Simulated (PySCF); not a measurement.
quinoxaline (C8H6N2), SMILES c1ccc2nccnc2c1. Heavy atoms are numbered as in [cH:1]1[cH:2][cH:3][c:4]2[n:5][cH:6][cH:7][n:8][c:9]2[cH:10]1. Hydrogens are named by the atom that carries them.

Geometry optimised at B3LYP-D3(BJ)/def2-SVP.

The numbers are results of PBE/pcSseg-1 in PySCF, not measurements.

GIAO shieldings, no solvent; atoms alike by connectivity are averaged. δ = σ(ref) − σ: ¹³C against TMS (σ = 182.0 ppm); ¹⁵N against NH3 (σ = 267.0 ppm); ¹H against TMS (σ = 31.49 ppm), references at their B3LYP-D3(BJ)/def2-TZVP geometries, non-relativistic.

```tsv
nucleus	atoms	count	δ (ppm)
¹³C	C6 (CH)	2	149.6
¹³C	C4	2	147.4
¹³C	C3 (CH)	2	138.5
¹³C	C1 (CH)	2	136.2
¹⁵N	N5	2	375.2
¹H	H on C6	2	9.08
¹H	H on C3	2	8.58
¹H	H on C1	2	8.24
```
